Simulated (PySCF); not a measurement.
**One molecule, a ladder of functionals, a line**

Molecule: SMILES CCC[SiH]([SiH3])[SiH3], C3H14Si3.

Geometry:
```
atom   x (Å)   y (Å)   z (Å)
  C1  -1.803   0.165   0.905
  C2  -1.757  -0.634  -0.387
  C3  -0.918   0.009  -1.491
 Si4   0.916   0.310  -1.081
 Si5   1.280   2.163   0.322
 Si6   1.869  -1.572  -0.053
  H7  -2.475  -0.299   1.642
  H8  -2.159   1.193   0.729
  H9  -0.809   0.236   1.377
 H10  -2.785  -0.784  -0.761
 H11  -1.370  -1.648  -0.176
 H12  -1.355   0.977  -1.794
 H13  -0.929  -0.626  -2.394
 H14   1.654   0.575  -2.359
 H15   1.211   1.769   1.764
 H16   2.633   2.751   0.067
 H17   0.249   3.223   0.079
 H18   1.629  -2.816  -0.851
 H19   3.344  -1.383   0.106
 H20   1.275  -1.770   1.308
```

GIAO shieldings (ppm, equivalent atoms averaged) in PySCF on the PBE0-D3(BJ)/def2-SVP geometry, basis pcSseg-1, gas phase, non-relativistic:

| functional | exact exchange (%) | σ(C3) | σ(Si5/Si6) |
| --- | --- | --- | --- |
| BLYP | 0 | 158.6 | 427.6 |
| BP86 | 0 | 164.3 | 439.0 |
| PBE | 0 | 164.5 | 441.3 |
| B3LYP | 20 | 164.7 | 438.4 |
| mPW1PW91 | 25 | 170.8 | 450.7 |
| BHandHLYP | 50 | 172.4 | 454.4 |
| HF | 100 | 183.1 | 481.9 |

(1) Fit each shielding as a line in the percentage of exact exchange.

(2) What does the line predict for PBE0 (25 %), and what does the run give?

Answers

(1) σ(C3) = 162.6 + 0.21 x (rms 2.3 ppm); σ(Si5/Si6) = 435.0 + 0.45 x (rms 5.0 ppm). The functionals also differ in their semilocal parts, which the line can't hold; Hartree–Fock has no correlation at all.

(2) σ(C3): 167.8 predicted, 171.5 computed; σ(Si5/Si6): 446.2 predicted, 453.8 computed ppm.
